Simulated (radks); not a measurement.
Values are calculated unless marked as measured or tabulated.
Ionisation of Eu+, [Xe] 4f7 6s1, to Eu2+, [Xe] 4f7, under several functionals. Scalar-relativistic Kohn-Sham, spin-polarised, spherical densities, point nucleus; open shells are filled with parallel spins first (spin-orbit coupling, left out, can overturn this in heavy ions); a radial shooting solver on a logarithmic mesh with Libxc functionals.

BP86: E(Eu+) (hartree) -10845.7216; Exc (hartree) -243.8129; IE (eV) 11.576; -e(HOMO) (eV) 9.103; <r> HOMO (bohr) 3.778; IE error (eV) +0.336
OLYP: E(Eu+) (hartree) -10848.1876; Exc (hartree) -246.4689; IE (eV) 11.227; -e(HOMO) (eV) 8.569; <r> HOMO (bohr) 3.847; IE error (eV) -0.013
exchange-only PBE: E(Eu+) (hartree) -10840.6795; Exc (hartree) -238.7121; IE (eV) 11.257; -e(HOMO) (eV) 8.580; <r> HOMO (bohr) 3.877; IE error (eV) +0.017
LDA (Slater exchange, Perdew-Wang correlation): E(Eu+) (hartree) -10836.7601; Exc (hartree) -234.8263; IE (eV) 11.715; -e(HOMO) (eV) 9.139; <r> HOMO (bohr) 3.764; IE error (eV) +0.475
XLYP: E(Eu+) (hartree) -10845.7086; Exc (hartree) -243.7901; IE (eV) 11.608; -e(HOMO) (eV) 8.863; <r> HOMO (bohr) 3.796; IE error (eV) +0.368
exchange-only LDA: E(Eu+) (hartree) -10830.5951; Exc (hartree) -228.5815; IE (eV) 11.078; -e(HOMO) (eV) 8.550; <r> HOMO (bohr) 3.841; IE error (eV) -0.162
PBEsol: E(Eu+) (hartree) -10840.4025; Exc (hartree) -238.4739; IE (eV) 11.465; -e(HOMO) (eV) 8.958; <r> HOMO (bohr) 3.786; IE error (eV) +0.225
PBE: E(Eu+) (hartree) -10844.1644; Exc (hartree) -242.2525; IE (eV) 11.532; -e(HOMO) (eV) 8.917; <r> HOMO (bohr) 3.807; IE error (eV) +0.292
RPBE: E(Eu+) (hartree) -10844.5762; Exc (hartree) -242.6701; IE (eV) 11.432; -e(HOMO) (eV) 8.815; <r> HOMO (bohr) 3.832; IE error (eV) +0.192

NIST Atomic Spectra Database: 11.24 eV (semi-empirical). Closest: OLYP. The Delta-SCF values span 0.64 eV, the total energies 17.59 hartree. The highest occupied level is 6s. Open shells are spherical and high-spin; term and fine-structure splittings are not resolved. Spin-orbit splitting is averaged out at the scalar-relativistic level.
